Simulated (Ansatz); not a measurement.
Geometry optimisation, Ansatz 0.2.0, RKS B3LYP/def2-SVP.

The input (input.yaml):

```yaml
crystal:
  periodic: [false, false, false]
  atoms:
    - { symbol: B, position_ang: [-0.5347, 1.3569, -0.5971] }
    - { symbol: Si, position_ang: [0.3646, -0.2719, -0.3536] }
    - { symbol: "N", position_ang: [0.3891, -0.6647, 1.3771] }
    - { symbol: Cl, position_ang: [-0.5434, -1.7864, -1.3948] }
    - { symbol: H, position_ang: [-0.7259, 1.8297, -1.7149] }
    - { symbol: H, position_ang: [-1.0222, 1.9957, 0.3213] }
    - { symbol: H, position_ang: [0.46661, 0.78696, -0.39351] }
    - { symbol: H, position_ang: [0.9551, -1.565, 1.4694] }
    - { symbol: H, position_ang: [-0.5602, -0.8099, 1.7379] }
basis:
  gaussian: { orbitals: def2-SVP }
hamiltonian:
  xc: b3lyp
relax:
  f_tol: 0.02
  max_steps: 50
output:
  orbitals: {}
```

Launched with:

```bash
$ ansatz run input.yaml --threads 2 --pin off --max-ram 3072MiB --backend cpu --events-out ev --progress --plain --runs-dir out
```

Where does it end, and by what steps?

The run converged. After 17 steps the energy has fallen by 7.172 eV; H7 moved furthest, 1.11 Å. The start is strongly strained (largest force component 20 eV/Å), so its close contacts needn't be bonds. Parted: Si2–H7 (1.06 → 2.41 Å).

```csv
step,energy less start (eV),largest force component (eV/Å),accepted
0,0.0000,20.039,yes
1,-3.0936,6.925,yes
2,-5.2200,4.090,yes
3,-6.1029,1.697,yes
4,-6.4619,1.394,yes
5,-6.6647,1.241,yes
6,-6.7983,1.506,yes
7,-7.0171,0.725,yes
8,-7.0061,0.969,no
9,-7.0887,0.653,yes
10,-7.1310,0.588,yes
11,-7.1551,0.215,yes
12,-7.1640,0.245,yes
13,-7.1664,0.137,yes
14,-7.1694,0.085,yes
15,-7.1710,0.098,yes
16,-7.1718,0.057,yes
17,-7.1721,0.015,yes
```

```xyz
9
Properties=species:S:1:pos:R:3
B -0.424 1.490 -0.658
Si -0.183 -0.396 -0.217
N 0.083 -1.056 1.319
Cl 0.139 -1.991 -1.509
H -1.160 1.609 -1.615
H -0.775 2.006 0.391
H 0.759 1.710 -0.928
H 0.357 -2.016 1.512
H -0.008 -0.485 2.156
```

Whether the end is a true minimum wasn't checked by a vibrational analysis.

The run took 28 s on 2 threads of Intel(R) Xeon(R) Platinum 8488C (Sapphire Rapids), on a shared host, peak memory 0.19 GiB.
